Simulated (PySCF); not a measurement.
## NMR problem set

Relativity neglected, equivalent nuclei averaged, one conformer, in vacuum. Geometry: GFN2-xTB; shieldings: GIAO PBE0/pcSseg-1; PySCF.

Shifts are taken against calculated references (same method and geometry level): 1H (σ = 31.72 ppm), 13C (σ = 186.93 ppm) against TMS. Where no couplings were computed, multiplicities follow the n + 1 count of equivalent neighbours, and m marks all less simple cases (inequivalent or close neighbours, rings, F or P nearby). Shifts are as computed. Against solution values, carbons near 30 ppm lie about +3 ppm off and those near 130 ppm about +5 ppm. Of 1211 compounds with measured shifts, 218 miss one by over three times the rms of a fit or turn the order of signals round; such compounds aren't used in these exercises.

**Question.** CH₁₂OSi₄. 1H NMR (500 MHz, computed): δ 5.38 (d, 2H), 3.67 (s, 3H), 3.64 (d, 6H), 2.91 (m, 1H). 13C{1H} NMR (computed): δ 56.7 (CH3). What is it?

**Answer.** `O(C)[SiH2][SiH]([SiH3])[SiH3]`. Rings plus π bonds: 0. Carbon types of the structure: 1 × CH3, leaving 9 H on heteroatoms. δC 56.7: methyl carbon bonded to O; pulled downfield by the heteroatom. δH 5.38: hydrogen on a silicon bonded to O, Si. δH 3.67: hydrogen on a methyl carbon bonded to O; its carbon carries O, hence the downfield position. δH 3.64: hydrogen on a silicon bonded to Si.

This is the structure that produced the data.

**Question.** CH₁₂OSi₄. 1H NMR (400 MHz, computed): δ 3.62 (s, 9H), 3.48 (s, 3H). 13C{1H} NMR (computed): δ 55.9 (CH3). Give a structure.

**Answer.** SMILES CO[Si]([SiH3])([SiH3])[SiH3]. The formula gives 0 degrees of unsaturation. Carbon types of the structure: 1 × CH3, leaving 9 H on heteroatoms. δC 55.9: methyl carbon bonded to O; pulled downfield by the heteroatom. δH 3.62: hydrogen on a silicon bonded to Si. δH 3.48: hydrogen on a methyl carbon bonded to O; its carbon carries O, which withdraws density.

The data come from this structure; uniqueness wasn't tested.
